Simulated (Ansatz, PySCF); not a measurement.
CH9NSi4, SMILES [SiH3][SiH2][Si@H]1C=N[SiH2]1. Atoms are numbered in the order given.

```xyz
15

Si     1.6372     1.2187    -1.4330
Si     1.6948    -0.9127    -0.4385
Si    -0.2112    -1.0413     0.9319
C     -0.6241     0.7123     1.6519
N     -1.6304     1.2106     1.0184
Si    -2.1699    -0.1591    -0.0395
H      0.3170     1.4146    -2.0998
H      2.7216     1.3773    -2.4462
H      1.8012     2.2574    -0.3752
H      1.6430    -1.9817    -1.4823
H      2.9538    -1.0842     0.3495
H     -0.1871    -2.2082     1.8687
H     -0.1043     1.3091     2.4281
H     -2.2444     0.1961    -1.4852
H     -3.4952    -0.6826     0.3963
```

Geometry optimised at B3LYP-D3(BJ)/def2-SVP. The structure was generated by enumeration; whether it is a known compound was not checked. The values are those of a single conformer.

Two levels are set side by side: PBE-D3(BJ)/def2-SVP (Ansatz, a program for electronic structure) and B3LYP-D3(BJ)/def2-SVP (Ansatz). Each level has its own optimised geometry; the coordinates shown are those of the second. Frequencies come from the Hessian of PySCF at each geometry. Differences are taken from unrounded values.

| quantity | B3LYP-D3(BJ) | PBE-D3(BJ) | PBE-D3(BJ) minus B3LYP-D3(BJ) |
|---|---|---|---|
| mean bond length (Å) | 1.677 | 1.687 | 0.010 |
| bond Si1–Si2 (Å) | 2.353 | 2.354 | 0.001 |
| bond Si2–Si3 (Å) | 2.351 | 2.354 | 0.003 |
| bond Si3–C4 (Å) | 1.940 | 1.947 | 0.007 |
| bond Si3–Si6 (Å) | 2.358 | 2.360 | 0.002 |
| bond C4–N5 (Å) | 1.289 | 1.299 | 0.009 |
| bond N5–Si6 (Å) | 1.813 | 1.826 | 0.013 |
| bond Si1–H7 (Å) | 1.492 | 1.505 | 0.013 |
| bond Si1–H8 (Å) | 1.492 | 1.505 | 0.013 |
| bond Si1–H9 (Å) | 1.492 | 1.504 | 0.013 |
| bond Si2–H10 (Å) | 1.495 | 1.508 | 0.013 |
| bond Si2–H11 (Å) | 1.495 | 1.508 | 0.013 |
| bond Si3–H12 (Å) | 1.497 | 1.512 | 0.015 |
| bond C4–H13 (Å) | 1.109 | 1.118 | 0.009 |
| bond Si6–H14 (Å) | 1.490 | 1.505 | 0.014 |
| bond Si6–H15 (Å) | 1.490 | 1.504 | 0.014 |
| highest harmonic wavenumber (cm⁻¹) | 3006 | 2938 | -68 |
| mean harmonic wavenumber (cm⁻¹) | 997 | 962 | -35 |
| zero-point energy (kcal/mol) | 55.59 | 53.66 | -1.92 |

GGA bonds tend to be longer and softer than those of functionals with exact exchange. Differences between two approximate levels are no errors against the true value.
